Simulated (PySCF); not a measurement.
AlBrClH2N. Atoms are numbered in the order given.

```xyz
6

Al    -0.4139    -0.6109     0.0000
Cl     1.0148    -2.1404     0.0000
Br     0.2381     1.5343     0.0000
N     -2.1206    -1.0121     0.0000
H     -2.8721    -0.3322     0.0000
H     -2.4890    -1.9565     0.0000
```

Geometry: PBE0-D3(BJ)/def2-SVP. The structure was generated by enumeration; whether it is a known compound was not checked. The values are those of a single conformer.

Method: PySCF with r2SCAN/def2-TZVP.

ESP charges are fitted to the potential on shells at 1.4 to 2.0 van der Waals radii. Atomic charges (e):

```csv
atom,ESP fit,IAO,Löwdin
Al1,0.71,0.99,-0.68
Cl2,-0.25,-0.36,0.31
Br3,-0.22,-0.30,0.29
N4,-0.98,-0.90,-0.26
H5,0.36,0.28,0.17
H6,0.38,0.28,0.17
```
